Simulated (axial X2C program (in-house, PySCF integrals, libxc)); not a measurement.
## WO⁺: from the spin-free to the two-component result

Computed with an axial X2C code built on PySCF integrals. Spin-free means the one-electron spin-free X2C Hamiltonian; two-component (2c) means X2C with spin–orbit coupling and atomic mean-field two-electron Coulomb and Gaunt terms, so the difference of the two also holds small scalar two-electron terms. Basis: W dyall-cv3z [13s14p9d7f4g], O dyall-av3z [7s6p3d2f] (cores contracted in-house); Gaussian nuclei, density fitting, unrestricted open shells. Masses: W 183.951 u, O 15.995 u.

Spin-free state: M_S = 3/2, Λ = 0 (beyond evenly filled blocks: σα, δ+α, δ-α); fragments W+ + O.

| level | Re (Å) | ωe (cm⁻¹) | De (eV) | μ (D) |
| --- | --- | --- | --- | --- |
| PBE0 | 1.629 | 1145.8 | 7.053 | -3.35 |
| PBE | 1.647 | 1094.4 | 8.098 | -2.96 |

Dipoles are positive if O is the positive end and refer to the centre of mass.

Two-component determinant lowest at the distance of the search:

Ω = 3/2 (⟨Sz⟩ = 1.49, ⟨Lz⟩ = 0.01 at PBE0); fragments W+ + O.

```json
{"level": "PBE0", "Re (Å)": "1.629", "ωe (cm⁻¹)": "1142.1", "μ (D)": "-3.35"}
{"level": "PBE", "Re (Å)": "1.647", "ωe (cm⁻¹)": "1091.0", "μ (D)": "-2.95"}
```

Q: From the two tables, how do the constants change at the PBE0 level (2c against spin-free)?

A: At the PBE0 level Re is unchanged within 0.001 Å and ωe falls by 3.7 cm⁻¹.

Occupations by symmetry block were frozen at the best pattern of an incomplete PBE0 search. De is counted from the lowest determinant-based energies of the atoms at the same level, without counterpoise correction. De is not given where an atomic determinant may have missed its ground term or J level, or where the truncated virtual space spoils (T). Density functionals use the spin component along the axis (collinear). Without a current term, density functionals place determinants with orbital angular momentum somewhat too high. With several unpaired electrons one determinant need not be a pure state. This is the top spin component of a Σ state; components of lower Ω are not single determinants and can lie lower. The determinant is spin-polarised beyond a pure state at some levels (its spin-free form has ⟨S²⟩ too high), which makes Re and μ there less reliable.
